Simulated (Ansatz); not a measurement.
`[F][Hf]([Cl])([Cl])[Br]`, relaxed with RKS PBE-D4/def2-SVP in the Gaussian-basis code of Ansatz from a rough embedded geometry. The force threshold is 0.03 eV/Å; the program also tests the step.

Charge 0, multiplicity 1. Hf: def2 effective core potential.

Start:

```xyz
5

F     0.210    2.293   -0.752
Hf    0.087    0.320    0.005
Cl    2.307   -1.273    0.326
Cl   -1.122    0.231    2.332
Br   -1.482   -1.570   -1.911
```

| step | energy (eV) | largest force (eV/Å) | largest move (Å) |
| --- | --- | --- | --- |
| 1 | -99079.7539 | 3.935 | 0.000 |
| 2 | -99081.7806 | 2.635 | 0.195 |
| 3 | -99082.9512 | 1.426 | 0.196 |
| 4 | -99083.0128 | 2.300 | 0.195 |
| 5 | -99083.1524 | 0.342 | 0.120 |
| 6 | -99083.1620 | 0.056 | 0.046 |
| 7 | -99083.1625 | 0.015 | 0.014 |

End:

```xyz
5

F     0.277    1.846   -0.685
Hf    0.028    0.087   -0.006
Cl    2.119   -0.934    0.257
Cl   -1.074    0.213    2.057
Br   -1.350   -1.212   -1.623
```

It took 13 s on 4 threads of an AMD EPYC 7B13 on a shared host, with 0.26 GiB of host memory at the peak.
